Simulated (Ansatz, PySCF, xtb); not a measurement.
Reaction 2 R1 → P1, each structure at its B3LYP-D3(BJ)/def2-SVP stationary point, reached from a drawn start (curvature not checked).
R1: AlCl3 (SMILES [Cl][Al]([Cl])[Cl]), charge 0, multiplicity 1.
P1: Al2Cl6 (SMILES [Cl][Al-]1([Cl])[Cl+][Al-]([Cl])([Cl])[Cl+]1), charge 0, multiplicity 1.

P less R. No zero-point or thermal terms.

Programs: Ansatz (an electronic-structure program); PySCF for the D3/D4 terms; xtb for the GFN methods. All values are computed, each at the level named.

Task: One of these levels gives -117.8 kJ/mol for the reaction energy. Name it.
(A) GFN1-xTB
(B) PBE-D4/def2-TZVPP
(C) GFN2-xTB
(D) BLYP/def2-TZVPP

Result: C, GFN2-xTB. The others give -154.3 (GFN1-xTB), -134.1 (PBE-D4/def2-TZVPP), -80.7 (BLYP/def2-TZVPP)
